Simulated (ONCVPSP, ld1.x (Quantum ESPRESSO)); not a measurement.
# Potentials for gold compared

Generated with ld1.x 7.5 (TM, RRKJ, ultrasoft, PAW), atompaw 4.2 or ONCVPSP 4.0.1. The cutoff is in Ry: for ld1.x and atompaw files where the sum of valence levels is converged to 10 mRy in a Bessel basis, for ONCV files where the hardest occupied wave has 1 mHa per electron of residual kinetic energy. The error is the largest all-electron minus pseudo excitation energy over each file’s own four to seven test configurations (ionisations up to +4, promotions, holes and added fractions of an electron), all of which were solved. The labels leave out finer settings (local radius, basis sizes, second energies), which also bear on the numbers. Spin-polarised tests are not counted. The rows are a selection from randomly drawn settings: files with unsolved tests, undetermined cutoffs or missed reference levels are left out.

A true bound ghost makes a file unfit for plane-wave use even where its test errors are small: the radial tests pick states by their node count and pass the ghost by.

```csv
potential,cutoff (Ry),largest error (meV),bound ghosts
"ONCV, PBEsol, scalar-relativistic, rc 2.55/2.65/2.10/2.65 (spdf), local smoothed, core correction yes, reference 5d10 6s1, qcut 2.7/3.1/8.8/4.8, projectors 2/2/1/3",42,-198,none
"ONCV, PW91, scalar-relativistic, rc 1.45/1.80/1.60 (spd), local smoothed, core correction yes, reference 5s2 5p6 5d9, qcut 10.3/8.8/8.8, projectors 3/2/1",68,+9.9,none
"ONCV, PBE, scalar-relativistic, rc 1.20/1.05/1.30 (spd), local smoothed, core correction yes, reference 5s2 5p6 5d10 6s0.5, qcut 8/8.6/7, projectors 2/2/2",79,-6.4,s
"PAW, LDA (PZ), scalar-relativistic, rc 2.10/2.95/2.45 (spd), local smoothed, core correction yes, reference 5d10 6s1 6p0",18,-214,s
"ONCV, PBEsol, scalar-relativistic, rc 1.60/1.65/2.30 (spd), local smoothed, core correction yes, reference 5s2 5p6 5d10 6s1, qcut 7.6/6.8/5.8, projectors 2/2/2",42,-299,none
```

Question: Fill in the row for Au: ONCV, PBEsol, scalar-relativistic, rc 1.45/1.05/1.85 (spd), local smoothed, core correction yes, reference 5s2 5p6 5d10, qcut 9.6/8.9/7.4, projectors 2/2/3.

Answer: cutoff 79 Ry, largest error -12 meV, bound ghosts: none.
